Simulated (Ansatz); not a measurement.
Relaxation of a periodic cell of 17 atoms, LiY16 (host Y, host structure hcp, interstitial Li), to a largest force component of 0.03 eV/Å in at most 60 steps.

Computed with DFT LDA, scalar-relativistic, plane waves, PAW in Ansatz. Settings: cutoff 420 eV, k mesh 3x3x2, fermi-dirac smearing 0.15 eV, no spin polarisation.

```xyz
17
Lattice="-3.6500 -6.3220 0.0000 5.4750 -3.1610 0.0000 0.0000 0.0000 11.4683" Properties=species:S:1:pos:R:3:forces:R:3
Y 0.000 -6.322 0.000 -2.01 1.19 -1.09
Y 0.000 -4.215 2.867 -0.01 -0.02 -0.07
Y 0.000 -6.322 5.734 0.00 0.00 -0.07
Y 0.000 -4.215 8.601 0.01 0.01 0.01
Y -1.825 -3.161 0.000 1.86 1.06 -1.01
Y 3.650 -4.215 2.867 0.01 0.00 -0.05
Y -1.825 -3.161 5.734 -0.01 0.00 -0.04
Y 3.650 -4.215 8.601 0.01 0.00 -0.01
Y 1.825 -3.161 0.000 0.02 -0.01 0.02
Y 1.825 -1.054 2.867 0.01 0.02 -0.07
Y 1.825 -3.161 5.734 -0.01 0.00 -0.02
Y 1.825 -1.054 8.601 -0.01 -0.02 0.01
Y 0.000 0.000 0.000 0.04 -2.26 -1.07
Y 1.825 -7.376 2.867 0.03 0.01 3.19
Y 0.000 0.000 5.734 -0.01 0.01 -0.04
Y 1.825 -7.376 8.601 0.00 0.00 0.36
Li 1.796 -7.385 0.721 0.03 0.02 -0.04
```

Task: Where does it end, and by what steps?

Result: The run converged. Limits of this set-up: coarse k mesh, a small cell, in which the defect meets its images. After 5 steps the energy has fallen by 2.249 eV; Y14 moved furthest, 0.58 Å. Joined: Y2–Li17 (4.23 → 3.76 Å).

```json
{"step": "0", "energy less start (eV)": "0.0000", "largest force component (eV/Å)": "3.188", "accepted": "yes"}
{"step": "1", "energy less start (eV)": "-1.4027", "largest force component (eV/Å)": "1.774", "accepted": "yes"}
{"step": "2", "energy less start (eV)": "-2.0608", "largest force component (eV/Å)": "0.571", "accepted": "yes"}
{"step": "3", "energy less start (eV)": "-2.2153", "largest force component (eV/Å)": "0.302", "accepted": "yes"}
{"step": "4", "energy less start (eV)": "-2.2455", "largest force component (eV/Å)": "0.054", "accepted": "yes"}
{"step": "5", "energy less start (eV)": "-2.2494", "largest force component (eV/Å)": "0.028", "accepted": "yes"}
```

```xyz
17
Lattice="-3.6500 -6.3220 0.0000 5.4750 -3.1610 0.0000 0.0000 0.0000 11.4683" Properties=species:S:1:pos:R:3
Y -0.434 -6.090 -0.303
Y 0.021 -4.304 2.799
Y -0.045 -6.318 5.817
Y 0.049 -4.171 8.495
Y -1.571 -2.993 -0.195
Y 3.724 -4.298 2.868
Y -1.777 -3.156 5.850
Y 3.616 -4.182 8.518
Y 1.907 -3.229 -0.043
Y 1.899 -1.074 2.802
Y 1.861 -3.199 5.613
Y 1.777 -1.126 8.516
Y -0.035 -0.204 -0.132
Y 1.896 -7.462 3.435
Y 0.009 -0.073 5.846
Y 1.849 -7.384 8.722
Li 1.650 -7.127 0.923
```

Run time: 44 s on 4 threads of Intel(R) Xeon(R) Platinum 8488C (Sapphire Rapids) (shared host), peak memory 1.5 GiB.
